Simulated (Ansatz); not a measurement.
`B[CH](O)[GeH3]` + SiH₄ → `BC(O)[SiH3]` + GeH₄ at 400 K and 1 bar (formal exchange of groups at a C–Ge bond).

Computed with Ansatz on PBE0-D4/def2-TZVP structures; ΔE is electronic, products minus reactants. CBS: MP2 limit from def2 TZ/QZ plus the TZ coupled-cluster correction, frozen cores. This one scheme is used for every species. For Ge outer-core shells are correlated without core-valence functions, which leaves a few kJ/mol of doubt a bond. Scalar relativity is left out up to krypton. Each species was taken in one conformer, which may not be the lowest.

```csv
species,CCSD(T)/CBS energy (Eh),H − E (kJ/mol),S (J/(mol·K))
`B[CH](O)[GeH3]`,-2218.29983,231.8,371.5
SiH₄,-291.46306,96.9,218.6
`BC(O)[SiH3]`,-431.26840,233.9,358.4
GeH₄,-2078.49493,93.6,231.8
```

H − E and S are ideal-gas, rigid-rotor, harmonic terms from PBE0-D4/def2-TZVP, for one conformer and one mirror image of each species. 1 Eh = 2625.50 kJ/mol, R = 8.31446 J/(mol·K).

Q: By hand: ΔE, ΔH, ΔS and ΔG.

A: ΔE = (-431.26840) + (-2078.49493) − (-2218.29983) − (-291.46306) = -0.00044 Eh = -1.2 kJ/mol. Δ(H − E) = 233.9 + 93.6 − 231.8 − 96.9 = -1.2, so ΔH = -2.4 kJ/mol. ΔS = 358.4 + 231.8 − 371.5 − 218.6 = 0.1 J/(mol·K). ΔG = -2.4 − 400 × (0.1)/1000 = -2.4 kJ/mol.

Q: By hand: the equilibrium constant, and the temperature at which ΔG would vanish if ΔH and ΔS stayed fixed.

A: log₁₀ K = −ΔG/(RT ln 10) = 0.3. ΔH and −TΔS have one sign here, so there is no such temperature. One of them is within its doubt of zero, so this could turn.

The number of gas molecules stays the same, so ΔS is small and ΔH decides. The sign of ΔG lies within the doubt. A doubt of 5 kJ/mol in ΔE shifts log₁₀ K by 0.7 here. Other conformers and mirror images would add mixing entropy, several J/(mol·K) or more a flexible species. These are equilibria of isolated gas molecules and say nothing of rates. Largest T1 diagnostic: 0.013 (customary marks: 0.02 for closed shells, 0.045 for open ones).
